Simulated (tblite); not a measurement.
Compound: C7H13B.
Atom-mapped SMILES: `[BH2:1][CH2:2][C:3]([CH3:4])([CH3:5])[CH2:6][C:7]#[CH:8]` (hydrogens: H9, H10 on B1; H11, H12 on C2; H13, H14, H15 on C4; H16, H17, H18 on C5; H19, H20 on C6; H21 on C8)

Computed with GFN2-xTB (tblite), gas phase: L-BFGS steps from a force-field or distance-geometry start until the largest atomic force falls under 0.01 eV/Å.

Step 34: E = -619.6575 eV
```
atom  x, y, z in Å  |  force x, y, z in eV/Å
B1     -0.7432    1.8236    0.8914    0.017   0.018  -0.030
C2     -1.3360    0.5330    0.1883    0.077   0.091  -0.008
C3     -0.2648   -0.5569   -0.0553    0.020   0.012   0.070
C4     -0.8996   -1.7433   -0.7787   -0.032  -0.016  -0.054
C5      0.3239   -1.0403    1.2698    0.009  -0.003   0.090
C6      0.8414    0.0157   -0.9663   -0.075  -0.024   0.051
C7      1.6461    1.0289   -0.3222    0.079   0.098   0.075
C8      2.3741    1.8456    0.1693   -0.138  -0.089  -0.018
H9     -0.5711    2.8199    0.2954   -0.095  -0.094   0.045
H10    -0.5484    1.8129    2.0462    0.032   0.024  -0.037
H11    -2.1280    0.0821    0.7961    0.104   0.050   0.014
H12    -1.7856    0.7679   -0.7791   -0.005   0.012  -0.019
H13    -1.3308   -1.4233   -1.7229   -0.068  -0.012  -0.079
H14    -0.1553   -2.5078   -0.9889    0.026  -0.055   0.011
H15    -1.6850   -2.1899   -0.1752   -0.032  -0.002   0.027
H16    -0.4658   -1.3676    1.9413   -0.067  -0.030  -0.023
H17     0.8720   -0.2466    1.7681    0.048   0.043  -0.048
H18     0.9987   -1.8791    1.1142    0.045  -0.013  -0.064
H19     0.3766    0.4598   -1.8505    0.001  -0.011  -0.043
H20     1.4934   -0.7967   -1.2999    0.056   0.000   0.031
H21     2.9787    2.5790    0.6131   -0.002  -0.001   0.011
```

Step 35: E = -619.6602 eV
```
atom  x, y, z in Å  |  force x, y, z in eV/Å
B1     -0.7402    1.8239    0.8895    0.022   0.008  -0.049
C2     -1.3349    0.5325    0.1865    0.062   0.119   0.004
C3     -0.2654   -0.5585   -0.0578    0.001   0.036   0.074
C4     -0.9006   -1.7456   -0.7787   -0.018  -0.017  -0.044
C5      0.3222   -1.0404    1.2688    0.009   0.002   0.062
C6      0.8399    0.0177   -0.9671   -0.060  -0.027   0.060
C7      1.6410    1.0309   -0.3177    0.058   0.075   0.042
C8      2.3741    1.8450    0.1699   -0.122  -0.055   0.012
H9     -0.5830    2.8267    0.2995   -0.097  -0.106   0.040
H10    -0.5273    1.8077    2.0404    0.026   0.021  -0.024
H11    -2.1246    0.0823    0.7987    0.106   0.066  -0.006
H12    -1.7877    0.7700   -0.7797    0.004  -0.010   0.005
H13    -1.3270   -1.4324   -1.7265   -0.076   0.006  -0.094
H14    -0.1582   -2.5130   -0.9794    0.058  -0.075  -0.007
H15    -1.6878   -2.1883   -0.1758   -0.059  -0.002   0.041
H16    -0.4695   -1.3680    1.9387   -0.041  -0.015  -0.024
H17     0.8697   -0.2431    1.7623    0.039   0.023  -0.024
H18     0.9985   -1.8786    1.1154    0.039  -0.009  -0.063
H19     0.3779    0.4631   -1.8525   -0.001  -0.023  -0.028
H20     1.4965   -0.7915   -1.2985    0.053  -0.013   0.018
H21     2.9775    2.5766    0.6182   -0.002  -0.002   0.006
```

Step 36: E = -619.6649 eV
```
atom  x, y, z in Å  |  force x, y, z in eV/Å
B1     -0.7336    1.8240    0.8846    0.033  -0.007  -0.034
C2     -1.3327    0.5343    0.1825    0.034   0.103   0.014
C3     -0.2669   -0.5598   -0.0622   -0.027   0.042   0.036
C4     -0.9029   -1.7502   -0.7789    0.009  -0.019  -0.014
C5      0.3186   -1.0401    1.2670    0.012   0.004  -0.011
C6      0.8372    0.0216   -0.9681    0.005  -0.025   0.046
C7      1.6321    1.0354   -0.3100   -0.024  -0.007  -0.037
C8      2.3727    1.8443    0.1725   -0.058   0.038   0.084
H9     -0.6091    2.8380    0.3090   -0.090  -0.082   0.008
H10    -0.4846    1.7961    2.0276    0.015   0.018  -0.009
H11    -2.1152    0.0836    0.8045    0.083   0.093  -0.031
H12    -1.7939    0.7730   -0.7808    0.022  -0.040   0.043
H13    -1.3217   -1.4501   -1.7347   -0.060   0.016  -0.069
H14    -0.1621   -2.5245   -0.9594    0.061  -0.061  -0.034
H15    -1.6936   -2.1834   -0.1737   -0.080   0.007   0.027
H16    -0.4784   -1.3692    1.9312    0.018   0.014  -0.012
H17     0.8659   -0.2372    1.7516    0.013  -0.018   0.025
H18     0.9978   -1.8771    1.1148    0.018   0.005  -0.050
H19     0.3820    0.4682   -1.8581   -0.005  -0.051   0.018
H20     1.5042   -0.7816   -1.2946    0.028  -0.025   0.005
H21     2.9753    2.5718    0.6293   -0.007  -0.006  -0.006
```

Step 37: E = -619.6672 eV
```
atom  x, y, z in Å  |  force x, y, z in eV/Å
B1     -0.7302    1.8241    0.8821    0.035  -0.012  -0.018
C2     -1.3305    0.5371    0.1809    0.024   0.047   0.006
C3     -0.2678   -0.5595   -0.0639   -0.027   0.016  -0.006
C4     -0.9045   -1.7523   -0.7793    0.008  -0.013   0.008
C5      0.3172   -1.0402    1.2659    0.014   0.002  -0.051
C6      0.8365    0.0225   -0.9678    0.044  -0.022   0.017
C7      1.6282    1.0377   -0.3071   -0.067  -0.047  -0.068
C8      2.3704    1.8447    0.1751   -0.023   0.079   0.112
H9     -0.6225    2.8412    0.3142   -0.078  -0.024  -0.031
H10    -0.4678    1.7927    2.0206    0.021   0.011   0.026
H11    -2.1079    0.0858    0.8076    0.045   0.096  -0.025
H12    -1.7966    0.7742   -0.7804    0.027  -0.041   0.045
H13    -1.3227   -1.4577   -1.7385   -0.034   0.009  -0.026
H14    -0.1637   -2.5301   -0.9516    0.035  -0.027  -0.043
H15    -1.6965   -2.1808   -0.1708   -0.065   0.016   0.000
H16    -0.4827   -1.3708    1.9263    0.051   0.026   0.000
H17     0.8654   -0.2354    1.7467   -0.004  -0.036   0.050
H18     0.9980   -1.8763    1.1121    0.002   0.013  -0.039
H19     0.3855    0.4680   -1.8614   -0.006  -0.064   0.044
H20     1.5094   -0.7779   -1.2909    0.007  -0.026   0.005
H21     2.9740    2.5699    0.6344   -0.009  -0.003  -0.007
```

Q: Estimate the geometry and energy of step 38. (The exact step hangs on the optimiser's Hessian estimate; all steps are aligned on step 37, rigid shifts and turns removed.)

A: E = -619.6692 eV, largest force 0.130 eV/Å
```
atom  x, y, z in Å  |  force x, y, z in eV/Å
B1     -0.7258    1.8232    0.8795    0.044   0.009   0.021
C2     -1.3284    0.5404    0.1791    0.028  -0.022  -0.002
C3     -0.2691   -0.5588   -0.0651   -0.009  -0.022  -0.044
C4     -0.9053   -1.7545   -0.7796   -0.002  -0.013   0.009
C5      0.3159   -1.0396    1.2646    0.016   0.000  -0.065
C6      0.8359    0.0233   -0.9674    0.056  -0.022  -0.008
C7      1.6244    1.0399   -0.3053   -0.063  -0.042  -0.063
C8      2.3668    1.8452    0.1794   -0.025   0.072   0.105
H9     -0.6369    2.8433    0.3177   -0.065   0.023  -0.050
H10    -0.4488    1.7877    2.0150    0.018   0.010   0.014
H11    -2.1014    0.0901    0.8096   -0.003   0.083   0.001
H12    -1.7988    0.7739   -0.7801    0.025  -0.025   0.026
H13    -1.3218   -1.4647   -1.7432    0.000  -0.004   0.032
H14    -0.1637   -2.5358   -0.9440   -0.013   0.023  -0.040
H15    -1.7009   -2.1776   -0.1694   -0.031   0.024  -0.033
H16    -0.4858   -1.3707    1.9228    0.070   0.027   0.010
H17     0.8646   -0.2342    1.7440   -0.015  -0.046   0.060
H18     0.9978   -1.8749    1.1097   -0.009   0.014  -0.031
H19     0.3868    0.4679   -1.8627   -0.007  -0.067   0.049
H20     1.5127   -0.7748   -1.2891   -0.006  -0.030   0.009
H21     2.9730    2.5679    0.6389   -0.010   0.007  -0.002
```

The energy changes by -0.0020 eV. The first-order estimate −F·Δx gives -0.0028 eV and the mean of the old and new forces, exact on a quadratic surface, -0.0020 eV. The step makes an angle of 74° with the force vector and moves no atom by more than 0.020 Å.

The cost below is that of the whole relaxation. Hardware: one thread of an Arm Neoverse N1 (shared host). Cost: 1.5 s wall.
